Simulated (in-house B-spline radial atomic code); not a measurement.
Configurations of Fe VII (Fe6+), with energies counted from [Ar] 3d2. Method: Dirac-Hartree-Fock, average of configuration, Fermi nucleus of rms radius 3.7377 fm. Calculated with a B-spline radial code for spherical atoms. Energies include first-order Breit, QED and recoil terms.

Occupations are held fixed; configurations that lie above the ionisation limit could autoionise.

| configuration | E - E(ref) (eV) | highest orbital | its <r> (bohr) |
| --- | --- | --- | --- |
| [Ar] 3d1 4p1 | 51.813 | 4p3/2 | 1.954 |
| [Ar] 3d1 5s1 | 78.249 | 5s1/2 | 3.282 |
| [Ar] 3d1 5p1 | 82.689 | 5p3/2 | 3.521 |
| [Ar] 3d1 6s1 | 94.497 | 6s1/2 | 5.176 |
| [Ar] 3d1 6p1 | 96.778 | 6p3/2 | 5.511 |
| [Ne] 3s2 3p5 3d2 4s1 | 97.815 | 4s1/2 | 1.809 |
| [Ar] 3d1 6g1 | 103.7 | 6g9/2 | 6.27 |
| [Ne] 3s2 3p5 3d2 7s1 | 159.68 | 7s1/2 | 7.499 |
| [Ne] 3s2 3p5 3d2 6f1 | 159.76 | 6f7/2 | 6.613 |
| [Ne] 3s2 3p5 3d2 7f1 | 164.85 | 7f7/2 | 9.356 |

Question: Order these further configurations by energy, lowest first.
A. [Ar] 3d1 7p1
B. [Ar] 3d1 7f1
C. [Ar] 3d1 7g1
D. [Ar] 3d1 4s1
E. [Ne] 3s2 3p5 3d2 6g1

Answer: D (41.221 eV), A (104.46 eV), B (108.31 eV), C (108.62 eV), E (160.24 eV).

Question: How far above the reference does [Ar] 3d1 4f1 lie?

Answer: 79.502 eV; its least bound orbital is 4f5/2 with <r> = 2.436 bohr.

Question: How far above the reference does [Ne] 3s2 3p5 3d2 4f1 lie?

Answer: 135.99 eV; its least bound orbital is 4f7/2 with <r> = 2.429 bohr.

Question: How far above the reference does [Ne] 3s2 3p5 3d3 lie?

Answer: 57.425 eV; its least bound orbital is 3d5/2 with <r> = 0.8219 bohr.
